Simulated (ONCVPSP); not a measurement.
Pseudopotential generation for Sn (Z = 50): ONCV, PBE, scalar-relativistic.

Sn, optimised norm-conserving Vanderbilt (ONCV), made with ONCVPSP 4.0.1 (PBE, scalar-relativistic). Core [Ar] 3d10, reference 4s2 4p6 4d10 5s1.5 5p2.5. Waves: 4s+5s: rc 1.45 bohr, ncon 4, nbas 9, qcut 8.9 1/bohr, 2 projectors; 4p+5p: rc 1.75 bohr, ncon 4, nbas 8, qcut 6.7 1/bohr, 2 projectors; 4d: rc 1.55 bohr, ncon 3, nbas 8, qcut 11.6 1/bohr, 2 projectors, debl 2.3 Ha; f scattering state at 0.19 Ha: rc 1.60 bohr, ncon 4, nbas 8, qcut 6.6 1/bohr, 2 projectors, debl 2.3 Ha. Local part: polynomial inside 1.25 bohr (lpopt 5, dvloc0 0 Ha). Core correction: Teter function, parameters optimised by the program.

All-electron outer shells of the reference configuration (PBE, scalar-relativistic, ld1.x):

| shell | level (eV) | outermost node (bohr) | outermost maximum (bohr) |
| --- | --- | --- | --- |
| 3p | -699.60 | 0.14 | 0.30 |
| 3d | -474.21 | – | 0.25 |
| 4s | -134.72 | 0.40 | 0.74 |
| 4p | -90.48 | 0.41 | 0.79 |
| 4d | -26.59 | 0.39 | 0.88 |
| 5s | -10.99 | 0.98 | 2.01 |
| 5p | -4.01 | 1.09 | 2.52 |

Problem. Estimate the cutoffs (Ha) at which the residual kinetic energy of the hardest occupied pseudo-wave falls to 1 and 0.1 mHa per electron.

Solution. 41 Ha and 47 Ha.

Problem. Does the potential have ghost states?

Solution. No bound ghost flagged; no localised positive-energy state flagged.

Problem. Which valence shell sets the plane-wave cutoff?

Solution. 4d: 41 Ha for 1 mHa per electron, against 28 Ha for 4s.

Problem. Tests: 4s2 4p6 4d10 5s2 5p2; 4s2 4p6 4d10 5s2 5p1; 4s2 4p6 4d10 5s2 5p0; 4s2 4p6 4d10 5s0 5p0. Which has the largest error in its energy relative to the reference configuration, and how large is it?

Solution. 4s2 4p6 4d10 5s0 5p0, with -32 meV (all-electron minus pseudo) on +89.47 eV.
